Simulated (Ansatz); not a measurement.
Reaction (redistribution): `CBC=O` + `[OH][Al]([SH])[CH2]F` → `O=CBF` + `C[CH2][Al]([OH])[SH]`

Program: Ansatz. Geometries: PBE0-D4/def2-TZVP. ΔE: electronic, gas phase. CCSD(T)/CBS is the MP2 limit (def2-TZVPP, def2-QZVPP) plus CCSD(T) − MP2 in def2-TZVPP, frozen cores. Functionals use def2-TZVPP. B3LYP here is the variant with VWN-RPA as its local correlation; programs differ in this. HSE06 is defined as in plane-wave codes. One conformer a species, not always the lowest.

```csv
level,ΔE (kJ/mol),difference from CCSD(T)/CBS
BLYP-D4,-179.6,19.5
B97M-V,-184.6,14.5
CAM-B3LYP-D4,-190.2,8.9
ωB97X-V,-188.9,10.2
B2PLYP,-193.4,5.7
revPBE,-173.6,25.5
B3LYP,-183.4,15.7
HSE06,-185.2,13.9
BHLYP,-191.4,7.7
CAM-B3LYP,-188.5,10.6
LC-ωPBE,-189.2,9.9
MP2/def2-TZVPP,-209.4,-10.3
SCS-MP2/def2-TZVPP,-205.4,-6.3
HF/def2-QZVPP,-195.3,3.8
SCS-MP2/def2-QZVPP,-204.1,-5.0
MP2/CBS(def2),-206.8,-7.7
CCSD(T)/CBS,-199.1,0
```

Largest T1 diagnostic among the species: 0.016.

Leaving LDA and LC-ωPBE aside and taking each functional with its dispersion term where it has one, the values, not all of them listed here, spread over 20.4 kJ/mol, from PBE-QIDH to revPBE-D4. LDA lies −6.5 kJ/mol from PBE without D4. In def2-TZVPP, CCSD(T) changes the Hartree–Fock value by −6.6 kJ/mol (the triples alone add −0.6 kJ/mol) and MP2 by −14.3 kJ/mol. From BLYP to BHLYP (50 % exact exchange), in def2-TZVPP and without D4, ΔE moves by −15.5 kJ/mol.
